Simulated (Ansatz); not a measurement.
C4H6Si, relaxed with RKS PBE0-D4/def2-TZVP in Ansatz from a PBE-D4/def2-SVP geometry. The force threshold is 0.005 eV/Å; the program also tests the step.

Total charge 0; spin multiplicity 1. The bonds changed during the relaxation, so this is another structure than the one it started from.

Start:

```xyz
11

C     0.996   -1.231   -0.459
Si    0.356    0.334    0.345
C    -1.367    0.210    1.226
C    -1.451    0.975    0.123
C    -0.674    1.437   -0.870
H     0.164   -1.732   -0.992
H     1.803   -1.003   -1.184
H     1.393   -1.925    0.308
H     1.304    1.103    1.210
H    -1.682    0.474    2.247
H    -0.842    1.357   -1.954
```

| step | energy (eV) | largest force (eV/Å) | largest move (Å) |
| --- | --- | --- | --- |
| 1 | -12113.3973 | 0.811 | 0.000 |
| 2 | -12113.4545 | 0.329 | 0.031 |
| 3 | -12113.4624 | 0.055 | 0.013 |
| 4 | -12113.4627 | 0.020 | 0.003 |
| 5 | -12113.4628 | 0.012 | 0.004 |
| 6 | -12113.4628 | 0.005 | 0.002 |

End:

```xyz
11

C     0.988   -1.224   -0.453
Si    0.347    0.324    0.337
C    -1.353    0.214    1.209
C    -1.431    0.971    0.124
C    -0.670    1.425   -0.857
H     0.175   -1.731   -0.974
H     1.782   -0.996   -1.168
H     1.388   -1.897    0.308
H     1.292    1.080    1.184
H    -1.670    0.470    2.210
H    -0.847    1.363   -1.921
```

It took 20 s on 4 threads of an Arm Neoverse V1 on a shared host, with 0.48 GiB of host memory at the peak.
